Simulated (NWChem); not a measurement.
System: C6H14N, doublet; SMILES C[C](C)NC(C)C

Input file for NWChem:

```
start job
memory heap 200 mb stack 900 mb global 1100 mb
geometry units angstroms noautoz
  C      0.935139     2.374376    -0.440821
  C      0.000216     1.265634    -0.093230
  C     -1.220655     1.580333     0.704383
  N      0.607545     0.022955     0.102274
  C     -0.160781    -1.206330     0.191679
  C     -0.884671    -1.553980    -1.108993
  C      0.755990    -2.331568     0.650189
  H      1.547585     2.708180     0.425473
  H      0.386362     3.255550    -0.806059
  H      1.644235     2.075823    -1.232650
  H     -1.636981     2.550287     0.395159
  H     -2.020237     0.830554     0.585438
  H     -1.009110     1.647894     1.794438
  H      1.443350    -0.094380    -0.464483
  H     -0.920552    -1.054271     0.977529
  H     -1.521471    -2.445035    -0.991781
  H     -0.157856    -1.760526    -1.912520
  H     -1.516379    -0.715184    -1.438252
  H      1.244783    -2.072438     1.600608
  H      1.545036    -2.523009    -0.097412
  H      0.196933    -3.269307     0.785439
end
basis spherical
  * library pcseg-1
end
dft
  odft
  mult 2
  xc xtpss03 ctpss03
  iterations 150
  mulliken
end
task dft energy
```

Parts of the log:

```
             Northwest Computational Chemistry Package (NWChem) 7.3.0
             --------------------------------------------------------

 C1  symmetry detected

                             Geometry "geometry" -> ""
                             -------------------------

 Output coordinates in angstroms (scale by  1.889725989 to convert to a.u.)

  No.       Tag          Charge          X              Y              Z
 ---- ---------------- ---------- -------------- -------------- --------------
    1 C                    6.0000     0.88611657     2.38000500    -0.49663021
    2 C                    6.0000    -0.01503071     1.26453552    -0.08690988
    3 C                    6.0000    -1.18002473     1.57007799     0.79353358
    4 N                    7.0000     0.61276606     0.02587059     0.06442358
    5 C                    6.0000    -0.13919398    -1.20874758     0.20490064
    6 C                    6.0000    -0.94878492    -1.56011595    -1.04318898
    7 C                    6.0000     0.81466137    -2.32810077     0.59741744
    8 H                    1.0000     1.55463458     2.71717813     0.32579211
    9 H                    1.0000     0.30746465     3.25773828    -0.82185144
   10 H                    1.0000     1.54085851     2.08708756    -1.33594932
   11 H                    1.0000    -1.62327979     2.53744523     0.51517561
   12 H                    1.0000    -1.98080474     0.81493909     0.72900108
   13 H                    1.0000    -0.89418560     1.63804677     1.86647902
   14 H                    1.0000     1.40822195    -0.08517841    -0.55884926
   15 H                    1.0000    -0.84390754    -1.06266294     1.04154406
   16 H                    1.0000    -1.56991112    -2.45563550    -0.88356795
   17 H                    1.0000    -0.27779871    -1.76089571    -1.89526992
   18 H                    1.0000    -1.60739630    -0.72536370    -1.32685240
   19 H                    1.0000     1.36613942    -2.06652968     1.51219379
   20 H                    1.0000     1.55148752    -2.51340201    -0.20314560
   21 H                    1.0000     0.27265306    -3.26978650     0.76959960

 Effective nuclear repulsion energy (a.u.)     324.1608022143

                                 NWChem DFT Module
                                 -----------------

 Summary of "ao basis" -> "ao basis" (spherical)
 ------------------------------------------------------------------------------
       Tag                 Description            Shells   Functions and Types
 ---------------- ------------------------------  ------  ---------------------
 C                          pcseg-1                  6       14   3s2p1d
 N                          pcseg-1                  6       14   3s2p1d
 H                          pcseg-1                  3        5   2s1p

            General Information
            -------------------
          SCF calculation type: DFT
          Wavefunction type:  spin polarized.
          No. of atoms     :    21
          No. of electrons :    57
           Alpha electrons :    29
            Beta electrons :    28
          Charge           :     0
          Spin multiplicity:     2
          Use of symmetry is: off; symmetry adaption is: off
          Maximum number of iterations: 150
          AO basis - number of functions:   168
                     number of shells:    84
          Convergence on energy requested:  1.00D-06
          Convergence on density requested:  1.00D-05
          Convergence on gradient requested:  5.00D-04

              XC Information
              --------------
                  TPSS metaGGA Exchange Functional  1.000
             TPSS03 metaGGA Correlation Functional  1.000

             Grid Information
             ----------------
          Grid used for XC integration:  medium
          Radial quadrature: Mura-Knowles
          Angular quadrature: Lebedev.
          Tag              B.-S. Rad. Rad. Pts. Rad. Cut. Ang. Pts.
          ---              ---------- --------- --------- ---------
          C                   0.70       49          14.0       434
          N                   0.65       49          10.0       434
          H                   0.35       45          15.0       434
          Grid pruning is: on
          Number of quadrature shells:   973
          Spatial weights used:  Erf1

      Superposition of Atomic Density Guess
      -------------------------------------

 Sum of atomic energies:        -287.16543975

      Non-variational initial energy
      ------------------------------

 Total energy =    -292.317902
 1-e energy   =   -1025.878638
 2-e energy   =     409.399935
 HOMO         =      -0.077306
 LUMO         =       0.062105

     ---------------------------------------------
      Total Density - Mulliken Population Analysis
     ---------------------------------------------

    Atom       Charge   Shell Charges
 -----------   ------   -------------------------------------------------------
    1 C    6     6.37   2.00  0.79  0.39  2.10  1.05  0.03
    2 C    6     6.18   2.00  0.79  0.50  1.87  0.96  0.06
    3 C    6     6.38   2.00  0.79  0.40  2.10  1.06  0.03
    4 N    7     7.57   2.00  0.85  0.69  2.48  1.52  0.03
    5 C    6     6.15   2.00  0.76  0.50  1.89  0.94  0.06
    6 C    6     6.39   2.00  0.80  0.42  2.11  1.05  0.02
    7 C    6     6.38   2.00  0.80  0.41  2.11  1.05  0.02
    8 H    1     0.85   0.69  0.14  0.02
    9 H    1     0.83   0.69  0.12  0.02
   10 H    1     0.83   0.69  0.12  0.02
   11 H    1     0.83   0.69  0.12  0.02
   12 H    1     0.82   0.69  0.11  0.02
   13 H    1     0.85   0.69  0.15  0.02
   14 H    1     0.73   0.62  0.07  0.03
   15 H    1     0.84   0.71  0.11  0.02
   16 H    1     0.83   0.69  0.12  0.02
   17 H    1     0.85   0.69  0.13  0.02
   18 H    1     0.83   0.69  0.12  0.02
   19 H    1     0.83   0.69  0.12  0.02
   20 H    1     0.84   0.69  0.13  0.02
   21 H    1     0.83   0.69  0.12  0.02

     --------------------------------------------
      Spin Density - Mulliken Population Analysis
     --------------------------------------------

    Atom       Charge   Shell Charges
 -----------   ------   -------------------------------------------------------
    1 C    6     0.01   0.00  0.00 -0.00  0.00 -0.00  0.01
    2 C    6     0.61   0.00  0.01  0.03  0.34  0.23  0.00
    3 C    6     0.01   0.00  0.00 -0.00  0.01 -0.00  0.01
    4 N    7     0.15   0.00  0.00  0.01  0.10  0.04  0.00
    5 C    6     0.01   0.00  0.00 -0.00  0.01  0.00  0.00
    6 C    6     0.02   0.00  0.00  0.00  0.01  0.01  0.00
    7 C    6     0.00   0.00  0.00 -0.00  0.00  0.00  0.00
    8 H    1     0.07   0.03  0.04  0.00
    9 H    1     0.00   0.00 -0.00  0.00
   10 H    1     0.01   0.01 -0.00  0.00
   11 H    1     0.00   0.00 -0.00  0.00
   12 H    1     0.01   0.01 -0.00  0.00
   13 H    1     0.07   0.03  0.04  0.00
   14 H    1     0.00   0.00 -0.00  0.00
   15 H    1     0.00   0.00 -0.00  0.00
   16 H    1     0.00   0.00  0.00  0.00
   17 H    1     0.00   0.00  0.00  0.00
   18 H    1     0.00   0.00  0.00  0.00
   19 H    1     0.00   0.00  0.00  0.00
   20 H    1    -0.00   0.00 -0.00  0.00
   21 H    1     0.00   0.00  0.00  0.00

   convergence    iter        energy       DeltaE   RMS-Dens  Diis-err
 ---------------- ----- ----------------- --------- --------- ---------
 d= 0,ls=0.0,diis     1   -291.6931650571 -6.16D+02  2.79D-03  1.29D-01
                                                     2.68D-03  1.24D-01
 d= 0,ls=0.0,diis     2   -291.7566292495 -6.35D-02  1.09D-03  2.29D-02
                                                     1.01D-03  2.34D-02
 d= 0,ls=0.0,diis     3   -291.7591890353 -2.56D-03  5.89D-04  1.93D-02
                                                     5.05D-04  1.83D-02
 d= 0,ls=0.0,diis     4   -291.7672061425 -8.02D-03  1.81D-04  7.73D-04
                                                     1.49D-04  7.76D-04
 d= 0,ls=0.0,diis     5   -291.7674955457 -2.89D-04  6.89D-05  1.44D-04
                                                     5.69D-05  1.40D-04
  Resetting Diis
 d= 0,ls=0.0,diis     6   -291.7675632783 -6.77D-05  1.57D-05  2.83D-06
                                                     1.54D-05  3.26D-06
 d= 0,ls=0.0,diis     7   -291.7675646975 -1.42D-06  1.78D-05  1.61D-06
                                                     1.27D-05  1.19D-06
 d= 0,ls=0.0,diis     8   -291.7675638147  8.83D-07  9.88D-06  3.18D-06
                                                     8.44D-06  3.35D-06

         Total DFT energy =     -291.767563814744
      One electron energy =    -1033.986206284821
           Coulomb energy =      462.832172317062
    Exchange-Corr. energy =      -44.774332061290
 Nuclear repulsion energy =      324.160802214305

 Numeric. integr. density =       56.999956935910

                    DFT Final Alpha Molecular Orbital Analysis
                    ------------------------------------------

 Vector   27  Occ=1.000000D+00  E=-3.005882D-01
              MO Center= -1.4D-01, -4.4D-01, -6.6D-03, r^2= 4.9D+00
   Bfn.  Coefficient  Atom+Function         Bfn.  Coefficient  Atom+Function
  ----- ------------  ---------------      ----- ------------  ---------------
   134     -0.263461  15 H  s                60      0.252532   5 C  px
   144     -0.178757  17 H  s                88     -0.172039   7 C  px
    32     -0.162616   3 C  px               18      0.159742   2 C  px
   159     -0.151117  20 H  s                74     -0.148138   6 C  px
   129     -0.140107  14 H  s                46     -0.138398   4 N  px

 Vector   28  Occ=1.000000D+00  E=-2.467032D-01
              MO Center=  2.1D-01,  1.7D-01,  5.1D-02, r^2= 3.2D+00
   Bfn.  Coefficient  Atom+Function         Bfn.  Coefficient  Atom+Function
  ----- ------------  ---------------      ----- ------------  ---------------
    48      0.390889   4 N  pz               51      0.292573   4 N  pz
    20      0.215888   2 C  pz               62     -0.174538   5 C  pz
    46      0.173147   4 N  px               23      0.159655   2 C  pz
    76      0.154650   6 C  pz               49      0.146883   4 N  px
    99     -0.139218   8 H  s                45      0.123218   4 N  s

 Vector   29  Occ=1.000000D+00  E=-9.708261D-02
              MO Center=  9.5D-02,  9.5D-01,  3.6D-03, r^2= 2.8D+00
   Bfn.  Coefficient  Atom+Function         Bfn.  Coefficient  Atom+Function
  ----- ------------  ---------------      ----- ------------  ---------------
    20      0.451681   2 C  pz               23      0.428235   2 C  pz
    51     -0.332244   4 N  pz               48     -0.305858   4 N  pz
   125     -0.276153  13 H  s               100     -0.271331   8 H  s
    21      0.268053   2 C  px               17     -0.258213   2 C  s
    18      0.251191   2 C  px               49     -0.191694   4 N  px

 Vector   30  Occ=0.000000D+00  E= 2.719692D-02
              MO Center=  1.9D-01, -3.7D-01, -2.9D-01, r^2= 9.7D+00
   Bfn.  Coefficient  Atom+Function         Bfn.  Coefficient  Atom+Function
  ----- ------------  ---------------      ----- ------------  ---------------
    73      0.731005   6 C  s                87      0.724021   7 C  s
    31      0.683284   3 C  s                 3      0.630816   1 C  s
   130     -0.558998  14 H  s                59      0.496330   5 C  s
   110     -0.433436  10 H  s               140     -0.420612  16 H  s
   145     -0.391795  17 H  s               160     -0.380477  20 H  s

 Vector   31  Occ=0.000000D+00  E= 4.940479D-02
              MO Center=  7.8D-03, -5.2D-01,  8.8D-02, r^2= 8.2D+00
   Bfn.  Coefficient  Atom+Function         Bfn.  Coefficient  Atom+Function
  ----- ------------  ---------------      ----- ------------  ---------------
   135      0.978980  15 H  s               130     -0.812270  14 H  s
   120      0.497230  12 H  s               110     -0.485895  10 H  s
   160     -0.445522  20 H  s                31     -0.440472   3 C  s
   140      0.424358  16 H  s               165      0.377106  21 H  s
    73     -0.370879   6 C  s                65     -0.362490   5 C  pz

 Vector   32  Occ=0.000000D+00  E= 5.430026D-02
              MO Center=  2.1D-01,  1.9D-01, -3.9D-02, r^2= 1.3D+01
   Bfn.  Coefficient  Atom+Function         Bfn.  Coefficient  Atom+Function
  ----- ------------  ---------------      ----- ------------  ---------------
    87     -0.937964   7 C  s                 3      0.921878   1 C  s
    31      0.742086   3 C  s               160      0.700886  20 H  s
   105     -0.626969   9 H  s               165      0.605386  21 H  s
   115     -0.567579  11 H  s               100     -0.451436   8 H  s
    73     -0.444442   6 C  s               145      0.391925  17 H  s

                     DFT Final Beta Molecular Orbital Analysis
                     -----------------------------------------

 Vector   26  Occ=1.000000D+00  E=-3.037927D-01
              MO Center= -1.2D-01, -5.3D-01, -1.4D-01, r^2= 5.1D+00
   Bfn.  Coefficient  Atom+Function         Bfn.  Coefficient  Atom+Function
  ----- ------------  ---------------      ----- ------------  ---------------
    61      0.249084   5 C  py              149     -0.220223  18 H  s
    89     -0.212670   7 C  py               19      0.187411   2 C  py
    47     -0.176940   4 N  py               88      0.177369   7 C  px
    75     -0.176150   6 C  py                5     -0.170506   1 C  py
    60     -0.155096   5 C  px              134      0.128930  15 H  s

 Vector   27  Occ=1.000000D+00  E=-2.986656D-01
              MO Center= -1.5D-01,  4.1D-02,  2.7D-02, r^2= 5.1D+00
   Bfn.  Coefficient  Atom+Function         Bfn.  Coefficient  Atom+Function
  ----- ------------  ---------------      ----- ------------  ---------------
   134      0.241363  15 H  s                60     -0.217851   5 C  px
    32      0.193698   3 C  px               18     -0.190238   2 C  px
   119     -0.167921  12 H  s                 4      0.159369   1 C  px
   144      0.155004  17 H  s                34     -0.145200   3 C  pz
   129      0.143053  14 H  s                62      0.139745   5 C  pz

 Vector   28  Occ=1.000000D+00  E=-2.226851D-01
              MO Center=  3.2D-01,  6.9D-02,  5.8D-02, r^2= 2.6D+00
   Bfn.  Coefficient  Atom+Function         Bfn.  Coefficient  Atom+Function
  ----- ------------  ---------------      ----- ------------  ---------------
    48      0.433966   4 N  pz               51      0.347791   4 N  pz
    46      0.200860   4 N  px               49      0.181978   4 N  px
    20      0.168696   2 C  pz               62     -0.144547   5 C  pz
    23      0.140117   2 C  pz               76      0.139481   6 C  pz
    45      0.125549   4 N  s                73      0.119120   6 C  s

 Vector   29  Occ=0.000000D+00  E=-3.178475D-02
              MO Center=  3.0D-02,  1.1D+00,  1.6D-02, r^2= 3.2D+00
   Bfn.  Coefficient  Atom+Function         Bfn.  Coefficient  Atom+Function
  ----- ------------  ---------------      ----- ------------  ---------------
    23      0.462557   2 C  pz               20      0.425515   2 C  pz
   125     -0.419229  13 H  s               100     -0.411731   8 H  s
    51     -0.279005   4 N  pz               21      0.268045   2 C  px
    48     -0.241641   4 N  pz               18      0.239203   2 C  px
    59      0.217259   5 C  s               120      0.194797  12 H  s

[...]
```

Level: TPSS/pcseg-1, spin-unrestricted. Structure relaxed at the PBE0/def2-SVP, spin-unrestricted level. No frequency run checked for a minimum. No stability test was run on the SCF state.
